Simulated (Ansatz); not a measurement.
**Worked example: CH2BrI + CH2Br → CH2I + CH2Br2**

Species: CH2BrI (bromoiodomethane) `BrCI`, singlet; CH2Br `[CH2]Br`, doublet; CH2I `[CH2]I`, doublet; CH2Br2 `BrCBr`, singlet. A radical takes Br: the energy is the difference in strength between two C–Br bonds in different surroundings.

Shapes, held fixed at every level: PBE0-D4/def2-TZVP. Programs: Ansatz 0.2.0. The zero-point and thermal change to 298 K, harmonic and unscaled (PBE0-D4/def2-TZVP), is +0.1 kJ/mol.

At CCSD(T)/def2-TZVPP; 1 Eh = 2625.50 kJ/mol:

| species | energy (Eh) |
| --- | --- |
| CH2BrI | -2909.076229 |
| CH2Br | -2611.872211 |
| CH2I | -336.304731 |
| CH2Br2 | -5184.644088 |

Q: Work out ΔH(298 K) of the reaction at this level.

A: 
1. Products less reactants: (-336.304731) + (-5184.644088) − [(-2909.076229) + (-2611.872211)] = -0.000379 Eh = -1.0 kJ/mol.
2. With the thermal change: -1.0 + (+0.1) = -0.9 kJ/mol.

Other levels give -1.9 (HF/def2-TZVPP) to +2.1 kJ/mol (CCSD/def2-SVP). No measured value is set beside it here. Open shells run unrestricted. For atoms past krypton def2 sets carry core potentials with scalar relativity. Relativity is left out for Br. Outer-core shells of Br, I are correlated in most correlated rows, in sets that cover them unevenly. That is about zero within the method's error.
